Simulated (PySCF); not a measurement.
A series of related molecules.

All values: B3LYP/def2-SVPD (PySCF) at GFN2-xTB geometries, gas phase, one conformer each. Core orbitals are frozen in the response; Δα² is half the sum of the squared differences of the principal polarisabilities.

Question: Rank by HOMO–LUMO gap, lowest first.
A. `C1=PC(C2CC2)=CO1`
B. `N#Cc1occp1`
C. `N#CC1=COC=P1`
D. `c1cpc(C2CC2)o1`

Answer: B (4.77 eV), D (5.14 eV), A (5.47 eV), C (5.67 eV).

Question: Rank by polarisability anisotropy Δα, highest first.
A. `o1cc(pc1)C#N`
B. `[cH:1]1[o:2][cH:3][c:4]([CH:5]2[CH2:6][CH2:7]2)[p:8]1` with C3–C4–C5–C6 146°
C. `[CH3:1][S:2][c:3]1[cH:4][o:5][cH:6][p:7]1` with C1–S2–C3–C4 180°
D. `N#Cc1occp1`
E. `[cH:1]1[cH:2][p:3][c:4]([CH:5]2[CH2:6][CH2:7]2)[o:8]1` with P3–C4–C5–C6 -36°
F. `CC1=COC=P1`

Answer: D (8.19 Å³), C (7.44 Å³), A (7.05 Å³), E (6.80 Å³), B (5.90 Å³), F (4.81 Å³).

Question: Rank by HOMO energy, highest first.
A. `FC(F)(F)C1=PC=CO1`
B. `CSC1=COC=P1`
C. `Cc1cocp1`
D. `N#Cc1occp1`

Answer: B (-5.97 eV), C (-6.63 eV), D (-7.34 eV), A (-7.47 eV).

All values together:

| SMILES | formula | μ (D) | HOMO (eV) | LUMO (eV) | α (Å³) | Δα (Å³) | electrons | α per electron (Å³) |
| --- | --- | --- | --- | --- | --- | --- | --- | --- |
| FC(F)(F)c1occp1 | C4H2F3OP | 3.56 | -7.47 | -2.07 | 10.92 | 4.80 | 76 | 0.144 |
| N#Cc1cocp1 | C4H2NOP | 4.35 | -7.54 | -1.87 | 11.14 | 7.05 | 56 | 0.199 |
| Cc1cocp1 | C4H5OP | 1.21 | -6.63 | -1.06 | 10.65 | 4.81 | 52 | 0.205 |
| N#Cc1occp1 | C4H2NOP | 5.09 | -7.34 | -2.56 | 11.55 | 8.19 | 56 | 0.206 |
| c1cpc(C2CC2)o1 | C6H7OP | 1.06 | -6.03 | -0.88 | 14.01 | 6.80 | 66 | 0.212 |
| CSc1cocp1 | C4H5OPS | 0.50 | -5.97 | -1.23 | 13.87 | 7.44 | 68 | 0.204 |
| c1occ(C2CC2)p1 | C6H7OP | 1.29 | -6.53 | -1.06 | 13.72 | 5.90 | 66 | 0.208 |

Conformers: `[cH:1]1[cH:2][p:3][c:4]([CH:5]2[CH2:6][CH2:7]2)[o:8]1` with P3–C4–C5–C6 -36°; `[CH3:1][S:2][c:3]1[cH:4][o:5][cH:6][p:7]1` with C1–S2–C3–C4 180°; `[cH:1]1[o:2][cH:3][c:4]([CH:5]2[CH2:6][CH2:7]2)[p:8]1` with C3–C4–C5–C6 146°.

Question: How closely does the mean polarisability follow the number of electrons in this set?

Answer: The correlation coefficient is 0.40; α per electron runs from 0.144 to 0.212 Å³.
